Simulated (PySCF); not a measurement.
HMoO3, charge +1, multiplicity 1. Atoms are numbered in the order given.

```xyz
5

Mo     0.0669     0.2364     0.0000
O      0.8068    -0.4511    -1.2970
O      0.8068    -0.4511     1.2970
O     -1.6678    -0.2274     0.0000
H     -2.3785    -0.8931     0.0000
```
Charge +1, spin multiplicity 1.

Geometry optimised at PBE0-D3(BJ)/def2-SVP. The multiplicity is an assumed one; other spin states were not compared. The isomer is the one that the SMILES or the coordinates give; other isomers of the formula were not compared. The def2 effective core potentials stand for the cores of Mo; spin–orbit coupling is left out. One conformer was computed; it need not be the lowest.

Level of theory: CAM-B3LYP/def2-TZVPD (PySCF).

```
Property                                                           Value
------------------------------------------------  ----------------------
total energy                                          -294.21914 hartree
point group                                                           Cs
highest occupied level                                         -17.16 eV
lowest empty level                                              -9.70 eV
orbital gap                                                      7.45 eV
dipole moment about the centre of nuclear charge                  3.92 D
mean static polarisability                          37.5 bohr³ (5.56 Å³)
polarisability, principal values                  24.7, 42.3, 45.6 bohr³
```
